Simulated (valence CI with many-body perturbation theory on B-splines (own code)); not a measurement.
The numbers below are computed, except where a source is named.
# Energy levels of Ca7+

Level of theory: relativistic CI+MBPT: three valence electrons over a frozen Dirac-Fock core [Ne], radial functions for each j: 11 s, 11 p, 10 d, 8 f, 5 g, 2 h, with the one-electron correlation potential Σ1 (screened to all orders), the two-electron term Σ2, the three-electron term Σ3, Breit, model QED; selected single and double excitations, second order for the rest, scaled by the run's own slope (own B-spline code, finite nucleus).

No measured spectrum was set against this ion. As an estimate, levels hold to about 100 cm⁻¹ or 0.05 % of their energy and the worst to 300 or 400 cm⁻¹, as in measured light ions of charge 2 to 7.

Levels 91 to 135 of 174, with energies above the lowest level, 3s2 3p 2P°_1/2. "Leading %" is the weight of the configuration and term that name the level; weights of strongly mixed levels are sums over their largest components and can fall short. In the jj column 3d3/2^4 stands for four electrons in 3d with j = 3/2.

| No. | Configuration | Term | J | E (cm⁻¹) | Leading % | g | Leading jj | Second component |
| --- | --- | --- | --- | --- | --- | --- | --- | --- |
| 91 | 3s2 4f | 2F° | 7/2 | 743520 | 95 | 1.143 | 3s^2 4f7/2 (95 %) |  |
| 92 | 3s 3d2 | 2F | 5/2 | 744590 | 71 | 0.857 | 3s 3d3/2 3d5/2 (42 %) | 23 % 3p2 3d 2F |
| 93 | 3s 3d2 | 2F | 7/2 | 744710 | 72 | 1.143 | 3s 3d5/2^2 (43 %) | 23 % 3p2 3d 2F |
| 94 | 3s 3p 4p | 2P | 1/2 | 748970 | 65 | 0.481 | 3s 3p1/2 4p1/2 (68 %) | 28 % 3s 3p 4p 4D |
| 95 | 3s 3p 4p | 2P | 3/2 | 750320 | 70 | 1.305 | 3s 3p1/2 4p1/2 (47 %) | 22 % 3s 3p 4p 4D |
| 96 | 3s 3p 4p | 4D | 1/2 | 751930 | 70 | 0.199 | 3s 3p1/2 4p3/2 (33 %) | 25 % 3s 3p 4p 2P |
| 97 | 3s 3p 4p | 4D | 3/2 | 752560 | 75 | 1.236 | 3s 3p1/2 4p3/2 (43 %) | 20 % 3s 3p 4p 2P |
| 98 | 3s 3p 4p | 4D | 5/2 | 753720 | 97 | 1.374 | 3s 3p1/2 4p3/2 (45 %) |  |
| 99 | 3s 3d2 | 2S | 1/2 | 755670 | 74 | 2.007 | 3s 3d5/2^2 (46 %) | 11 % 3p2 3d 2S |
| 100 | 3s 3p 4p | 4D | 7/2 | 756190 | 98 | 1.429 | 3s 3p3/2 4p3/2 (98 %) |  |
| 101 | 3s 3p 4p | 4P | 1/2 | 760020 | 95 | 2.650 | 3s 3p1/2 4p1/2 (44 %) |  |
| 102 | 3s 3p 4p | 4P | 3/2 | 760760 | 88 | 1.749 | 3s 3p1/2 4p3/2 (56 %) | 8 % 3s 3p 4p 4S |
| 103 | 3s 3p 4p | 4P | 5/2 | 762690 | 95 | 1.594 | 3s 3p3/2 4p3/2 (55 %) |  |
| 104 | 3s 3p 4s | 2P° | 1/2 | 764520 | 93 | 0.666 | 3s 3p3/2 4s (62 %) |  |
| 105 | 3s 3p 4p | 4S | 3/2 | 764650 | 83 | 1.928 | 3s 3p3/2 4p1/2 (47 %) | 8 % 3s 3p 4p 4P |
| 106 | 3s 3p 4s | 2P° | 3/2 | 764790 | 93 | 1.334 | 3s 3p3/2 4s (67 %) |  |
| 107 | 3s 3d2 | 2P | 1/2 | 765680 | 65 | 0.666 | 3s 3d3/2 3d5/2 (43 %) | 23 % 3p2 3d 2P |
| 108 | 3s 3d2 | 2P | 3/2 | 766040 | 59 | 1.367 | 3s 3d3/2 3d5/2 (35 %) | 21 % 3p2 3d 2P |
| 109 | 3s 3p 4p | 2D | 3/2 | 768100 | 92 | 0.818 | 3s 3p1/2 4p3/2 (53 %) |  |
| 110 | 3s 3p 4p | 2D | 5/2 | 770610 | 94 | 1.205 | 3s 3p3/2 4p3/2 (54 %) |  |
| 111 | 3s 3p 4p | 2S | 1/2 | 786260 | 89 | 1.999 | 3s 3p3/2 4p3/2 (53 %) | 7 % 3s 3d2 2S |
| 112 | 3p 3d2 | 4G° | 5/2 | 807450 | 99 | 0.572 | 3p1/2 3d3/2^2 (54 %) |  |
| 113 | 3p 3d2 | 4G° | 7/2 | 808470 | 99 | 0.984 | 3p1/2 3d3/2 3d5/2 (58 %) |  |
| 114 | 3p 3d2 | 4G° | 9/2 | 809790 | 99 | 1.172 | 3p3/2 3d3/2 3d5/2 (65 %) |  |
| 115 | 3p 3d2 | 4G° | 11/2 | 811420 | 99 | 1.273 | 3p3/2 3d5/2^2 (79 %) |  |
| 116 | 3s2 5s | 2S | 1/2 | 811520 | 85 | 2.002 | 3s^2 5s (85 %) | 10 % 3s 3p 4p 2S |
| 117 | 3p 3d2 | 2F° | 5/2 | 824190 | 88 | 0.878 | 3p1/2 3d3/2^2 (35 %) |  |
| 118 | 3p 3d2 | 2F° | 7/2 | 826250 | 95 | 1.143 | 3p3/2 3d5/2^2 (36 %) |  |
| 119 | 3s 3p 4p | 2D | 3/2 | 826790 | 81 | 0.849 | 3s 3p3/2 4p1/2 (65 %) | 8 % 3s 3p 4p 2P |
| 120 | 3s 3p 4p | 2P | 1/2 | 827530 | 93 | 0.671 | 3s 3p3/2 4p1/2 (46 %) |  |
| 121 | 3s 3p 4p | 2D | 5/2 | 827700 | 89 | 1.200 | 3s 3p3/2 4p3/2 (58 %) |  |
| 122 | 3s 3p 4p | 2P | 3/2 | 828670 | 84 | 1.285 | 3s 3p3/2 4p3/2 (66 %) | 8 % 3s 3p 4p 2D |
| 123 | 3p 3d2 | 2D° | 3/2 | 828750 | 92 | 0.803 | 3p1/2 3d3/2 3d5/2 (33 %) | 5 % 3s 3p 4d 2D° |
| 124 | 3p 3d2 | 2D° | 5/2 | 829590 | 86 | 1.180 | 3p3/2 3d5/2^2 (54 %) | 7 % 3p 3d2 2F° |
| 125 | 3s 3p 4d | 4D° | 1/2 | 838100 | 81 | 0.009 | 3s 3p1/2 4d3/2 (47 %) | 14 % 3p 3d2 4D° |
| 126 | 3s 3p 4d | 4D° | 3/2 | 838300 | 85 | 1.193 | 3s 3p1/2 4d3/2 (34 %) | 7 % 3p 3d2 4D° |
| 127 | 3s 3p 4d | 4D° | 5/2 | 838680 | 85 | 1.361 | 3s 3p1/2 4d5/2 (51 %) |  |
| 128 | 3s 3p 4d | 2D° | 3/2 | 839080 | 81 | 0.829 | 3s 3p3/2 4d5/2 (33 %) | 5 % 3p 3d2 4D° |
| 129 | 3p 3d2 | 4D° | 1/2 | 839530 | 85 | 0.006 | 3p1/2 3d3/2 3d5/2 (22 %) | 14 % 3s 3p 4d 4D° |
| 130 | 3s 3p 4d | 4D° | 7/2 | 839550 | 88 | 1.422 | 3s 3p3/2 4d5/2 (55 %) |  |
| 131 | 3s 3p 4d | 2D° | 5/2 | 839850 | 75 | 1.223 | 3s 3p3/2 4d3/2 (27 %) | 15 % 3p 3d2 4D° |
| 132 | 3p 3d2 | 4D° | 3/2 | 840130 | 82 | 1.161 | 3p1/2 3d3/2 3d5/2 (38 %) | 7 % 3s 3p 4d 4D° |
| 133 | 3s 3p 4p | 2S | 1/2 | 840890 | 80 | 1.998 | 3s 3p3/2 4p3/2 (45 %) | 10 % 3s2 5s 2S |
| 134 | 3p 3d2 | 4D° | 5/2 | 841010 | 77 | 1.341 | 3p3/2 3d3/2 3d5/2 (44 %) | 10 % 3s 3p 4d 2D° |
| 135 | 3p 3d2 | 4D° | 7/2 | 841810 | 92 | 1.424 | 3p3/2 3d5/2^2 (40 %) |  |

Names give the largest LS component (configuration and term), which can be under half, so a name can repeat, a term be missing and a line seem to break the LS rules; names also repeat where a configuration has a term twice.

Where two levels of one J and parity lie close, their mixing, g and order are uncertain.
